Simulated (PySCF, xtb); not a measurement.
I3Si, SMILES I[Si](I)I (connectivity only; charge and spin as stated), charge +1, multiplicity 1.

Harmonic wavenumbers (cm⁻¹) from GFN2-xTB (xtb) at its own minimum, in rising order: 60, 60, 144, 193, 538, 539.

Problem. What does B3LYP-D3(BJ)/def2-SVP in PySCF give at its own minimum? (Estimate from the structure and the level; the computed values follow.)

Solution. 79, 79, 155, 182, 488, 488. Paired by order, the mean absolute difference is 27 cm⁻¹ and the zero-point energies are 2.2 and 2.1 kcal/mol.
